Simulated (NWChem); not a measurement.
Everything below was run with NWChem. System: H$_{2}$BF, charge 0, spin multiplicity 1, at a geometry optimised with PBE/def2-SVP. The structure started from a generated list of species. Level: TD-PBE/6-31G* (spherical d).

The NWChem input:

```
start mol
memory heap 200 mb stack 900 mb global 1100 mb
geometry units angstroms nocenter noautoz noautosym
  B      0.000000     0.000000    -0.675614
  H      1.079776     0.000000    -1.239859
  H     -1.079776     0.000000    -1.239859
  F      0.000000     0.000000     0.650865
end
basis spherical
  * library 6-31g*
end
dft
  xc xpbe96 cpbe96
  semidirect memsize 60000000 filesize 0
  iterations 100
end
tddft
  rpa
  nroots 10
  notriplet
end
task tddft energy
```

Output (cleaned and shortened):

```
             Northwest Computational Chemistry Package (NWChem) 7.3.0
             --------------------------------------------------------

                                NWChem Input Module
                                -------------------

 Scaling coordinates for geometry "geometry" by  1.889725989
 (inverse scale =  0.529177249)

                             Geometry "geometry" -> ""
                             -------------------------

 Output coordinates in angstroms (scale by  1.889725989 to convert to a.u.)

  No.       Tag          Charge          X              Y              Z
 ---- ---------------- ---------- -------------- -------------- --------------
    1 B                    5.0000     0.00000000     0.00000000    -0.67561400
    2 H                    1.0000     1.07977600     0.00000000    -1.23985900
    3 H                    1.0000    -1.07977600     0.00000000    -1.23985900
    4 F                    9.0000     0.00000000     0.00000000     0.65086500

 Effective nuclear repulsion energy (a.u.)      26.9152980746

            Nuclear Dipole moment (a.u.)
            ----------------------------
        X                 Y               Z
 ---------------- ---------------- ----------------
     0.0000000000     0.0000000000    -0.0000056692


 Summary of "ao basis" -> "" (spherical)
 ------------------------------------------------------------------------------
       Tag                 Description            Shells   Functions and Types
 ---------------- ------------------------------  ------  ---------------------
 *                           6-31g*                   on all atoms

  pbe96 is a nonlocal functional; adding pw91lda local functional.

                                 NWChem DFT Module
                                 -----------------

 Summary of "ao basis" -> "ao basis" (spherical)
 ------------------------------------------------------------------------------
       Tag                 Description            Shells   Functions and Types
 ---------------- ------------------------------  ------  ---------------------
 B                           6-31g*                  6       14   3s2p1d
[...]
     Occ.    6  a   ---  Virt.   10  a   -0.09255 X
     Occ.    6  a   ---  Virt.   11  a   -0.14674 X
     Occ.    7  a   ---  Virt.    9  a   -0.17572 X
  ----------------------------------------------------------------------------
  Root   8 singlet a              0.500079248 a.u.               13.6079 eV
  ----------------------------------------------------------------------------
     Transition Moments    X  0.00000   Y -0.00000   Z  0.13577
     Transition Moments   XX -0.86789  XY  0.00000  XZ -0.00000
     Transition Moments   YY -0.33571  YZ -0.00000  ZZ -0.36747
     Dipole Oscillator Strength                    0.0061451580
     Electric Quadrupole                           0.0000000593
     Magnetic Dipole                               0.0000000000
     Total Oscillator Strength                     0.0061452173

          sigma_e =   1.7333 Angstrom
          sigma_h =   1.3390 Angstrom
         |d_h->e| =   0.0835 Angstrom
            d_exc =   2.4370 Angstrom
            d_CD1 =   0.4777 Angstrom
            d_CD2 =  -1.4527 Angstrom
            d_CD3 =   2.5205 Angstrom
     Pearson C.C. =  -0.2445

     Occ.    7  a   ---  Virt.   10  a   -0.44558 X
     Occ.    7  a   ---  Virt.   11  a   -0.53251 X
     Occ.    8  a   ---  Virt.   12  a    0.71624 X
  ----------------------------------------------------------------------------
  Root   9 singlet a              0.516482151 a.u.               14.0542 eV
  ----------------------------------------------------------------------------
     Transition Moments    X  0.00000   Y  0.14677   Z -0.00000
     Transition Moments   XX  0.00000  XY  0.00000  XZ -0.00000
     Transition Moments   YY -0.00000  YZ  0.44687  ZZ  0.00000
     Dipole Oscillator Strength                    0.0074172634
     Electric Quadrupole                           0.0000001465
     Magnetic Dipole                               0.0000000176
     Total Oscillator Strength                     0.0074174275

          sigma_e =   1.7347 Angstrom
          sigma_h =   0.7868 Angstrom
         |d_h->e| =   1.4153 Angstrom
            d_exc =   2.3734 Angstrom
            d_CD1 =   2.3632 Angstrom
            d_CD2 =   0.1545 Angstrom
            d_CD3 =   3.7887 Angstrom
     Pearson C.C. =  -0.0006

     Occ.    6  a   ---  Virt.   10  a   -0.83099 X
     Occ.    6  a   ---  Virt.   11  a    0.55607 X
  ----------------------------------------------------------------------------
  Root  10 singlet a              0.531386155 a.u.               14.4598 eV
  ----------------------------------------------------------------------------
     Transition Moments    X  0.00000   Y  0.66988   Z -0.00000
     Transition Moments   XX  0.00000  XY  0.00000  XZ -0.00000
     Transition Moments   YY -0.00000  YZ -0.12461  ZZ  0.00000
     Dipole Oscillator Strength                    0.1589695931
     Electric Quadrupole                           0.0000000124
     Magnetic Dipole                               0.0000000158
     Total Oscillator Strength                     0.1589696213

          sigma_e =   1.7190 Angstrom
          sigma_h =   0.8199 Angstrom
         |d_h->e| =   1.2159 Angstrom
            d_exc =   2.2617 Angstrom
            d_CD1 =   2.1150 Angstrom
            d_CD2 =  -0.0536 Angstrom
            d_CD3 =   3.4775 Angstrom
     Pearson C.C. =  -0.0034

     Occ.    4  a   ---  Virt.    9  a    0.16137 X
     Occ.    6  a   ---  Virt.   10  a   -0.54716 X
     Occ.    6  a   ---  Virt.   11  a   -0.81689 X
     Occ.    7  a   ---  Virt.    9  a    0.07899 X

              Target root =      1
          Target symmetry = none
      Ground state energy =   -125.769577187100
        Excitation energy =      0.214818933675
     Excited state energy =   -125.554758253425

  stored tddft:energy   -125.55475825342501

 Task  times  cpu:        3.7s     wall:        3.7s

 Total times  cpu:        3.7s     wall:        3.7s
```
